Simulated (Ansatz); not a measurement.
Reaction (atomization): `F[P+](F)(F)[Au-][Cl]` → Au• + Cl• + 3 F• + P•

Program: Ansatz. Geometries: PBE0-D4/def2-TZVP. ΔE: electronic, gas phase. CBS: MP2 limit from def2 TZ/QZ plus the TZ coupled-cluster correction, frozen cores. This one scheme is used for every species, atoms too. DFT in def2-TZVPP. B3LYP here is the variant with VWN-RPA as its local correlation; programs differ in this. HSE06 is defined as in plane-wave codes. Open shells (•) are unrestricted, without spin–orbit coupling. Spin–orbit coupling would lower the free atoms: a little for Cl, F. Elements past krypton have def2 core potentials. Bonds to Au are less sure, by a few kJ/mol each and by 10 to 20 or more in all where they break to atoms, as the def2 sets lack core-valence functions. Each species was taken in one conformer, which may not be the lowest.

| level | ΔE (kcal/mol) | difference from CCSD(T)/CBS |
| --- | --- | --- |
| LDA (SPW92) | 595.2 | 105.6 |
| PBE-D4 | 500.3 | 10.7 |
| revPBE-D4 | 476.3 | -13.3 |
| BLYP-D4 | 479.8 | -9.8 |
| r2SCAN-D4 | 490.1 | 0.5 |
| B97M-V | 482.3 | -7.3 |
| PBE0-D4 | 476.3 | -13.3 |
| B3LYP-D4 | 470.6 | -19.0 |
| r2SCANh-D4 | 480.8 | -8.8 |
| r2SCAN0-D4 | 467.6 | -22.0 |
| HSE06-D4 | 477.0 | -12.6 |
| BHLYP-D4 | 442.5 | -47.1 |
| CAM-B3LYP-D4 | 480.1 | -9.5 |
| ωB97X-V | 485.2 | -4.4 |
| ωB97M-V | 484.6 | -5.0 |
| B2PLYP | 471.8 | -17.8 |
| PBE-QIDH | 475.3 | -14.3 |
| PBE | 495.9 | 6.3 |
| BLYP | 470.3 | -19.3 |
| PBE0 | 472.6 | -17.0 |
| B3LYP | 463.4 | -26.2 |
| r2SCANh | 479.7 | -9.9 |
| HSE06 | 473.4 | -16.2 |
| BHLYP | 436.1 | -53.5 |
| CAM-B3LYP | 476.2 | -13.4 |
| LC-ωPBE | 479.9 | -9.7 |
| HF/def2-SVP | 268.8 | -220.8 |
| MP2/def2-SVP | 435.9 | -53.7 |
| CCSD/def2-SVP | 396.9 | -92.7 |
| CCSD(T)/def2-SVP | 406.6 | -83.0 |
| HF/def2-TZVPP | 304.7 | -184.9 |
| SCS-MP2/def2-TZVPP | 477.6 | -12.0 |
| CCSD/def2-TZVPP | 447.7 | -41.9 |
| CCSD(T)/def2-TZVPP | 462.9 | -26.7 |
| HF/def2-QZVPP | 309.0 | -180.6 |
| MP2/def2-QZVPP | 515.0 | 25.4 |
| SCS-MP2/def2-QZVPP | 494.6 | 5.0 |
| HF/CBS(def2) | 309.5 | -180.1 |
| MP2/CBS(def2) | 524.9 | 35.3 |
| CCSD/CBS(def2) | 474.4 | -15.2 |
| CCSD(T)/CBS | 489.6 | 0 |

Largest T1 diagnostic among the species: 0.015.

From PBE to PBE0 (25 % exact exchange), in def2-TZVPP and without D4, ΔE moves by −23.3 kcal/mol: exact exchange takes away binding that semilocal exchange gives to molecules. In def2-TZVPP, CCSD(T) changes the Hartree–Fock value by +158.2 kcal/mol (the triples alone add +15.2 kcal/mol) and MP2 by +193.4 kcal/mol; breaking electron pairs costs correlation energy, which Hartree–Fock lacks.

For atomizations the MP2-based limit and the directly extrapolated one differ by several kJ/mol either way, and by 10 to 25 for some Ge, Se and Sn compounds, so smaller differences from it don't rank the levels.
